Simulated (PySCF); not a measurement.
Simulation results for CH5BGeO, BGeH4N, BGeH4NO, BClGeH3N and others

All values are calculated (PySCF 2.14.0). Calculation on a computer-drawn molecule: optimised geometry and harmonic frequencies of an isolated molecule of the commonest isotopes, restricted reference for singlets and unrestricted otherwise, frozen core in MP2; on germanium a core potential holds 10 electrons, which the energies leave out, and 3d is frozen in MP2 and coupled-cluster steps.

Common to all runs: multiplicity 1; basis and core potential on germanium cc-pVDZ-PP ECP10MDF.

```json
{"entry": 1, "formula": "CH5BGeO", "start_structure": {"atoms_angstrom": [["B", -0.1389, 0.5705, -0.8747], ["C", -0.449, -0.7397, -0.0769], ["O", 0.3937, -1.3729, 0.6913], ["Ge", -1.9494, -1.7763, -0.4262], ["H", 0.6114, 1.2912, -0.3939], ["H", -0.86, 0.8169, -1.7405], ["H", 1.3091, -1.2188, 0.5402], ["H", -3.2004, -0.9413, -0.7459], ["H", -2.4327, -2.5579, 0.806]]}, "given": {"charge": 0, "method": "HF", "basis": "cc-pVDZ", "drawn_bonds_atom": [1, 2, 2, 1, 1, 3, 4, 4], "drawn_bonds_other_atom": [2, 3, 4, 5, 6, 7, 8, 9], "drawn_bonds_order": [1, 1, 2, 1, 1, 1, 1, 1]}, "results": {"optimised_atom_element": ["B", "C", "O", "Ge", "H", "H", "H", "H", "H"], "optimised_atom_x [angstrom]": [-0.2122, -0.4236, 0.5365, -2.065, 0.8567, -1.114, 1.332, -3.128, -2.499], "optimised_atom_y [angstrom]": [0.4701, -0.8115, -1.414, -1.539, 1.03, 0.9289, -0.9041, -0.8734, -2.815], "optimised_atom_z [angstrom]": [-0.8138, -0.02423, 0.7384, -0.1373, -0.7982, -1.457, 0.6867, -0.9806, 0.5659], "modes_frequency [cm^-1]": [162.1, 260.9, 291.9, 331.8, 479.8, 509.1, 582.0, 597.2, 651.2, 916.8, 933.7, 1024, 1145, 1304, 1376, 1457, 2281, 2323, 2639, 2729, 4129], "modes_reduced_mass [dalton]": [1.414, 2.959, 1.094, 3.439, 2.211, 1.026, 1.123, 1.261, 2.995, 1.67, 1.046, 1.362, 2.178, 1.678, 3.339, 1.503, 1.02, 1.021, 1.062, 1.118, 1.067], "rotational_constants [GHz]": [9.174, 3.238, 2.393], "total_energy [hartree]": -433.6247, "convergence_status_largest_gradient_component [hartree/bohr]": 1.393e-05}}
{"entry": 2, "formula": "BGeH4N", "start_structure": {"atoms_angstrom": [["B", 0.0509, 0.9771, -1.3689], ["N", 0.7405, 1.0713, -0.1186], ["Ge", 0.2503, -0.0149, 1.3884], ["H", -0.7462, 0.2207, -1.4517], ["H", 0.5275, 1.631, -2.2296], ["H", 1.4889, 1.6841, 0.0049], ["H", 1.3862, 0.7296, 2.3382]]}, "given": {"charge": 0, "method": "HF", "basis": "cc-pVDZ", "drawn_bonds_atom": [1, 2, 1, 1, 2, 3], "drawn_bonds_other_atom": [2, 3, 4, 5, 6, 7], "drawn_bonds_order": [1, 1, 1, 1, 1, 1]}, "results": {"optimised_atom_element": ["B", "N", "Ge", "H", "H", "H", "H"], "optimised_atom_x [angstrom]": [0.1185, 0.7484, 0.2634, -0.7919, 0.4867, 1.504, 1.369], "optimised_atom_y [angstrom]": [0.9642, 1.054, 0.04323, 0.1913, 1.651, 1.71, 0.685], "optimised_atom_z [angstrom]": [-1.345, -0.08528, 1.398, -1.49, -2.261, -0.003088, 2.349], "modes_frequency [cm^-1]": [240.4, 269.2, 414.1, 616.7, 825.5, 893.6, 1010, 1104, 1214, 1348, 1444, 1964, 2653, 2717, 3798], "modes_reduced_mass [dalton]": [1.463, 2.965, 1.043, 3.961, 1.061, 1.099, 1.321, 1.367, 1.625, 1.257, 2.142, 1.021, 1.053, 1.13, 1.076], "rotational_constants [GHz]": [42.07, 4.129, 3.76], "total_energy [hartree]": -374.8631, "convergence_status_largest_gradient_component [hartree/bohr]": 1.749e-05}}
{"entry": 3, "formula": "BGeH4N", "start_structure": {"atoms_angstrom": [["B", 0.1185, 0.9642, -1.3446], ["N", 0.7484, 1.054, -0.0853], ["Ge", 0.2634, 0.0432, 1.3979], ["H", -0.7919, 0.1913, -1.4897], ["H", 0.4867, 1.6513, -2.2611], ["H", 1.5036, 1.7099, -0.0031], ["H", 1.3693, 0.685, 2.3485]]}, "given": {"charge": 0, "method": "MP2", "basis": "cc-pVDZ", "drawn_bonds_atom": [1, 2, 1, 1, 2, 3], "drawn_bonds_other_atom": [2, 3, 4, 5, 6, 7], "drawn_bonds_order": [1, 1, 1, 1, 1, 1]}, "results": {"optimised_atom_element": ["B", "N", "Ge", "H", "H", "H", "H"], "optimised_atom_x [angstrom]": [0.1164, 0.7637, 0.2462, -0.7945, 0.4773, 1.532, 1.357], "optimised_atom_y [angstrom]": [0.9653, 1.069, 0.02767, 0.1787, 1.65, 1.736, 0.6711], "optimised_atom_z [angstrom]": [-1.352, -0.08904, 1.398, -1.463, -2.281, -0.003957, 2.354], "modes_frequency [cm^-1]": [209.3, 246.2, 420.0, 586.7, 769.2, 865.4, 949.0, 1038, 1160, 1247, 1363, 1931, 2609, 2694, 3590], "modes_reduced_mass [dalton]": [1.456, 2.977, 1.04, 4.013, 1.056, 1.105, 1.279, 1.345, 1.516, 1.253, 2.519, 1.021, 1.053, 1.131, 1.076], "rotational_constants [GHz]": [40.05, 4.085, 3.707], "total_energy [hartree]": -375.1989, "convergence_status_largest_gradient_component [hartree/bohr]": 2.615e-05}}
{"entry": 4, "formula": "BGeH4NO", "start_structure": {"atoms_angstrom": [["B", 0.1138, 1.7407, 1.7461], ["N", -0.1574, 1.6103, 0.3005], ["Ge", -1.6434, 0.861, -0.4921], ["O", -1.753, 0.8763, -2.0635], ["H", -0.639, 1.3165, 2.4581], ["H", 1.1044, 2.1926, 2.0752], ["H", 0.5317, 1.9948, -0.3212], ["H", -2.6857, 0.3943, 0.5188]]}, "given": {"charge": 0, "method": "HF", "basis": "cc-pVDZ", "drawn_bonds_atom": [1, 2, 3, 1, 1, 2, 3], "drawn_bonds_other_atom": [2, 3, 4, 5, 6, 7, 8], "drawn_bonds_order": [1, 1, 2, 1, 1, 1, 1]}, "results": {"optimised_atom_element": ["B", "N", "Ge", "O", "H", "H", "H", "H"], "optimised_atom_x [angstrom]": [0.08643, -0.1501, -1.617, -1.798, -0.7406, 1.101, 0.5459, -2.555], "optimised_atom_y [angstrom]": [1.709, 1.62, 0.9119, 0.8563, 1.283, 2.202, 1.978, 0.4257], "optimised_atom_z [angstrom]": [1.688, 0.3009, -0.4882, -2.092, 2.449, 2.093, -0.3286, 0.5999], "modes_frequency [cm^-1]": [116.1, 195.5, 340.4, 368.6, 563.5, 664.5, 821.3, 862.9, 1020, 1053, 1105, 1213, 1352, 1463, 2308, 2673, 2749, 3795], "modes_reduced_mass [dalton]": [3.901, 5.014, 3.96, 1.212, 1.198, 3.744, 1.056, 1.08, 1.378, 15.58, 1.357, 1.666, 1.246, 2.123, 1.021, 1.055, 1.129, 1.076], "rotational_constants [GHz]": [23.05, 2.963, 2.625], "total_energy [hartree]": -449.7064, "convergence_status_largest_gradient_component [hartree/bohr]": 2.419e-05}}
{"entry": 5, "formula": "BClGeH3N", "start_structure": {"atoms_angstrom": [["B", -0.5091, -1.0605, -0.6756], ["N", 0.8596, -0.6625, -0.6846], ["Ge", 2.1055, 0.4476, -0.4277], ["Cl", 3.1134, 0.32, 1.2809], ["H", -0.6836, -2.1833, -0.975], ["H", -1.4158, -0.3216, -0.5307], ["H", 3.0197, 0.6495, -1.5576]]}, "given": {"charge": 0, "method": "HF", "basis": "cc-pV(D+d)Z", "drawn_bonds_atom": [1, 2, 3, 1, 1, 3], "drawn_bonds_other_atom": [2, 3, 4, 5, 6, 7], "drawn_bonds_order": [1, 2, 1, 1, 1, 1]}, "results": {"optimised_atom_element": ["B", "N", "Ge", "Cl", "H", "H", "H"], "optimised_atom_x [angstrom]": [-0.5189, 0.7222, 2.197, 3.063, -0.6294, -1.5, 3.155], "optimised_atom_y [angstrom]": [-1.044, -0.437, 0.1976, 0.2806, -2.241, -0.3726, 0.8055], "optimised_atom_z [angstrom]": [-0.6982, -0.873, -0.5594, 1.393, -0.7966, -0.4906, -1.545], "modes_frequency [cm^-1]": [68.03, 95.15, 233.3, 300.8, 444.2, 477.8, 750.1, 811.1, 986.6, 1092, 1307, 1555, 2360, 2625, 2679], "modes_reduced_mass [dalton]": [4.185, 3.617, 15.51, 1.097, 34.4, 1.055, 5.316, 1.039, 1.337, 1.348, 1.158, 9.577, 1.021, 1.05, 1.127], "rotational_constants [GHz]": [8.835, 2.148, 1.754], "total_energy [hartree]": -833.7677, "convergence_status_largest_gradient_component [hartree/bohr]": 1.69e-05}}
{"entry": 6, "formula": "BGeH5N2", "start_structure": {"atoms_angstrom": [["B", -2.6153, -2.9811, -2.4464], ["N", -2.4871, -2.3164, -1.3236], ["Ge", -2.5342, -0.9119, -0.425], ["N", -1.003, -0.385, 0.4135], ["H", -2.7559, -2.5255, -3.4649], ["H", -2.5138, -4.1768, -2.4043], ["H", -3.6204, -0.5712, 0.6101], ["H", -0.0825, -0.5027, -0.059], ["H", -1.0198, 0.4495, 0.9563]]}, "given": {"charge": 0, "method": "HF", "basis": "cc-pVDZ", "drawn_bonds_atom": [1, 2, 3, 1, 1, 3, 4, 4], "drawn_bonds_other_atom": [2, 3, 4, 5, 6, 7, 8, 9], "drawn_bonds_order": [1, 2, 1, 1, 1, 1, 1, 1]}, "results": {"optimised_atom_element": ["B", "N", "Ge", "N", "H", "H", "H", "H", "H"], "optimised_atom_x [angstrom]": [-2.613, -2.484, -2.473, -1.0, -2.81, -2.522, -3.666, -0.1053, -0.9575], "optimised_atom_y [angstrom]": [-3.035, -2.194, -1.007, -0.1416, -2.603, -4.235, -0.5316, -0.4677, 0.2931], "optimised_atom_z [angstrom]": [-2.482, -1.394, -0.2533, 0.2617, -3.596, -2.339, 0.5486, -0.05197, 1.163], "modes_frequency [cm^-1]": [55.09, 75.08, 249.0, 282.2, 300.2, 374.5, 567.6, 714.2, 776.5, 801.6, 954.4, 996.1, 1095, 1317, 1594, 1673, 2315, 2589, 2627, 3775, 3889], "modes_reduced_mass [dalton]": [3.684, 3.957, 3.552, 1.132, 1.175, 1.233, 1.046, 4.764, 1.383, 2.491, 1.191, 1.324, 1.346, 1.15, 9.652, 1.113, 1.02, 1.051, 1.125, 1.049, 1.099], "rotational_constants [GHz]": [17.36, 2.857, 2.513], "total_energy [hartree]": -429.8543, "convergence_status_largest_gradient_component [hartree/bohr]": 1.094e-05}}
{"entry": 7, "formula": "BGeH4NO", "start_structure": {"atoms_angstrom": [["B", 1.1263, 0.6159, -2.9754], ["N", 0.6776, 0.4624, -1.5809], ["Ge", -0.5927, 0.4121, -0.5345], ["O", -0.6684, 1.481, 0.7645], ["H", 2.4041, 0.4907, -3.0796], ["H", 0.4613, 0.972, -3.803], ["H", -1.1102, -0.8725, 0.1589], ["H", -0.3376, 2.3487, 0.7584]]}, "given": {"charge": 0, "method": "HF", "basis": "cc-pVDZ", "drawn_bonds_atom": [1, 2, 3, 1, 1, 3, 4], "drawn_bonds_other_atom": [2, 3, 4, 5, 6, 7, 8], "drawn_bonds_order": [1, 2, 1, 1, 1, 1, 1]}, "results": {"optimised_atom_element": ["B", "N", "Ge", "O", "H", "H", "H", "H"], "optimised_atom_x [angstrom]": [1.137, 0.4385, -0.4173, -0.6915, 2.322, 0.5762, -1.102, -0.3029], "optimised_atom_y [angstrom]": [0.6643, 0.567, 0.301, 1.527, 0.4248, 1.002, -0.9458, 2.37], "optimised_atom_z [angstrom]": [-2.925, -1.734, -0.3615, 0.8533, -2.965, -3.941, 0.1247, 0.657], "modes_frequency [cm^-1]": [54.36, 68.26, 268.8, 292.5, 394.6, 546.3, 719.1, 785.4, 816.3, 992.1, 993.1, 1094, 1315, 1592, 2368, 2607, 2652, 4132], "modes_reduced_mass [dalton]": [4.174, 3.995, 6.966, 1.116, 1.199, 1.037, 5.603, 1.977, 1.847, 1.13, 1.325, 1.344, 1.152, 9.933, 1.02, 1.05, 1.126, 1.067], "rotational_constants [GHz]": [17.67, 2.899, 2.545], "total_energy [hartree]": -449.6925, "convergence_status_largest_gradient_component [hartree/bohr]": 1.515e-06}}
{"entry": 8, "formula": "BGeH4O", "start_structure": {"atoms_angstrom": [["B", -0.9406, 1.7492, 0.6271], ["O", 0.1123, 1.1844, 0.1271], ["Ge", 1.4859, 0.5513, -0.4854], ["H", -1.9823, 1.3097, 0.2949], ["H", -0.8987, 2.6061, 1.4263], ["H", 2.066, -0.654, 0.3255], ["H", 1.9532, 1.2429, -1.7788]]}, "given": {"charge": 1, "method": "HF", "basis": "cc-pVDZ", "drawn_bonds_atom": [1, 2, 1, 1, 3, 3], "drawn_bonds_other_atom": [2, 3, 4, 5, 6, 7], "drawn_bonds_order": [1, 1, 1, 1, 1, 1]}, "results": {"optimised_atom_element": ["B", "O", "Ge", "H", "H", "H", "H"], "optimised_atom_x [angstrom]": [-1.032, 0.132, 1.522, -2.065, -0.8923, 2.101, 2.03], "optimised_atom_y [angstrom]": [1.76, 1.199, 0.5339, 1.305, 2.645, -0.6275, 1.175], "optimised_atom_z [angstrom]": [0.6692, 0.1376, -0.5048, 0.2961, 1.45, 0.2554, -1.767], "modes_frequency [cm^-1]": [46.63, 59.13, 248.4, 654.6, 665.7, 730.7, 896.3, 1028, 1118, 1300, 1325, 2357, 2396, 2753, 2877], "modes_reduced_mass [dalton]": [4.391, 4.021, 1.008, 5.878, 1.123, 1.062, 1.047, 1.277, 1.327, 4.27, 1.313, 1.013, 1.03, 1.041, 1.139], "rotational_constants [GHz]": [84.65, 3.733, 3.694], "total_energy [hartree]": -395.0007, "convergence_status_largest_gradient_component [hartree/bohr]": 1.063e-05}}
{"entry": 9, "formula": "BClGeH4O", "start_structure": {"atoms_angstrom": [["B", -2.1087, 1.6437, 0.6533], ["O", -1.8315, 2.0719, -0.5685], ["Ge", -0.827, 1.9594, -2.032], ["Cl", -2.0909, 1.2775, -3.508], ["H", -1.5295, 0.828, 1.2047], ["H", -3.1177, 2.1552, 1.1633], ["H", 0.3285, 1.0223, -1.7945], ["H", -0.3813, 3.3648, -2.2373]]}, "given": {"charge": 0, "method": "HF", "basis": "cc-pV(D+d)Z", "drawn_bonds_atom": [1, 2, 3, 1, 1, 3, 3], "drawn_bonds_other_atom": [2, 3, 4, 5, 6, 7, 8], "drawn_bonds_order": [1, 1, 1, 1, 1, 1, 1]}, "results": {"optimised_atom_element": ["B", "O", "Ge", "Cl", "H", "H", "H", "H"], "optimised_atom_x [angstrom]": [-2.165, -1.781, -0.8003, -2.07, -1.815, -2.853, 0.3308, -0.4042], "optimised_atom_y [angstrom]": [1.662, 2.466, 2.06, 0.9947, 0.5073, 2.129, 1.13, 3.374], "optimised_atom_z [angstrom]": [0.5468, -0.4672, -1.894, -3.277, 0.5846, 1.414, -1.496, -2.53], "modes_frequency [cm^-1]": [45.21, 171.3, 224.9, 307.0, 437.7, 590.8, 646.7, 723.5, 870.9, 930.4, 1085, 1141, 1272, 1418, 2302, 2326, 2640, 2725], "modes_reduced_mass [dalton]": [3.052, 2.679, 2.626, 1.73, 34.66, 1.183, 5.536, 1.059, 1.053, 1.027, 1.435, 1.368, 1.695, 2.248, 1.02, 1.02, 1.055, 1.122], "rotational_constants [GHz]": [6.132, 2.451, 1.874], "total_energy [hartree]": -854.8567, "convergence_status_largest_gradient_component [hartree/bohr]": 1.488e-05}}
{"entry": 10, "formula": "BGeH5O", "start_structure": {"atoms_angstrom": [["B", -0.4096, 2.0956, -1.3832], ["O", 0.077, 1.2655, -0.5915], ["Ge", -0.0492, 0.4097, 0.9926], ["H", -1.4523, 2.5899, -1.2994], ["H", 0.2678, 2.3193, -2.2973], ["H", -0.0424, -0.9939, 0.5961], ["H", -1.4073, 0.8044, 1.6191], ["H", 1.0789, 0.8619, 1.7113]]}, "given": {"charge": 0, "method": "HF", "basis": "cc-pVDZ", "drawn_bonds_atom": [1, 2, 1, 1, 3, 3, 3], "drawn_bonds_other_atom": [2, 3, 4, 5, 6, 7, 8], "drawn_bonds_order": [1, 1, 1, 1, 1, 1, 1]}, "results": {"optimised_atom_element": ["B", "O", "Ge", "H", "H", "H", "H", "H"], "optimised_atom_x [angstrom]": [-0.3747, 0.3216, -0.06741, -1.453, 0.09599, -0.08089, -1.428, 1.049], "optimised_atom_y [angstrom]": [2.072, 1.196, 0.4355, 2.48, 2.447, -1.069, 0.9505, 0.8401], "optimised_atom_z [angstrom]": [-1.397, -0.6575, 0.9236, -1.029, -2.439, 0.6816, 1.387, 1.879], "modes_frequency [cm^-1]": [51.28, 232.7, 284.6, 618.1, 691.2, 701.4, 942.0, 949.3, 957.5, 1083, 1142, 1285, 1440, 2256, 2264, 2279, 2621, 2696], "modes_reduced_mass [dalton]": [1.433, 2.865, 1.168, 5.681, 1.151, 1.119, 1.049, 1.024, 1.024, 1.419, 1.371, 1.458, 2.824, 1.023, 1.024, 1.012, 1.057, 1.119], "rotational_constants [GHz]": [39.02, 4.045, 3.843], "total_energy [hartree]": -395.8799, "convergence_status_largest_gradient_component [hartree/bohr]": 7.027e-06}}
```
